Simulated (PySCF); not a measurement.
Below is a simulated gas-phase C 1s photoelectron spectrum of BH2(OEt) (`[H]B([H])OCC`).

Every computed line was given a Gaussian of 0.5 eV full width at half maximum and an area set by the number of equivalent atoms; the highest printed point is 100. Method used: delta-SCF UKS SCAN, pcX-2 on the ionised atom, pcseg-1 elsewhere, spin-free X2C (PySCF).

```csv
binding energy (eV),intensity
290.3,0
290.4,1
290.5,5
290.6,13
290.7,30
290.8,56
290.9,84
291.0,100
291.1,95
291.2,73
291.3,45
291.4,22
291.5,9
291.6,3
291.7,1
291.8,0
291.9,1
292.0,5
292.1,13
292.2,31
292.3,57
292.4,84
292.5,100
292.6,95
292.7,72
292.8,44
292.9,22
293.0,8
293.1,3
293.2,1
```

Problem. Count the maxima, the lines and the sites behind this envelope.

Solution. The curve has 2 maxima (at 291.0 and 292.5 eV). Under it lie 2 lines from 2 inequivalent carbon sites.

Problem. Decompose the envelope and assign each component. Bonds: B1–O4, O4–C5, C5–C6. Hydrogens: H2, H3 on B1; H7, H8 on C5; H9, H10, H11 on C6.

Solution. 
```tsv
position (eV)	relative area	line	atoms	environment
291.03	1	C 1s	C6	carbon bonded to C and 3 H
292.53	1	C 1s	C5	carbon bonded to C, O and 2 H
```

Problem. Above which line width would these two lines show one maximum?

Solution. Two equal Gaussians merge once their distance is under 2σ = FWHM/1.177. With 1.50 eV between them that is a full width over 1.77 eV.

The listed C 1s values span 1.50 eV, from C6 (bonded to C and 3 H) to C5 (bonded to O, C and 2 H).

No satellites, vibrations or lifetime broadening are included. One conformer (not necessarily the lowest) at the PBE0-D3(BJ)/def2-SVP geometry, without solvent, vibrations or thermal averaging.
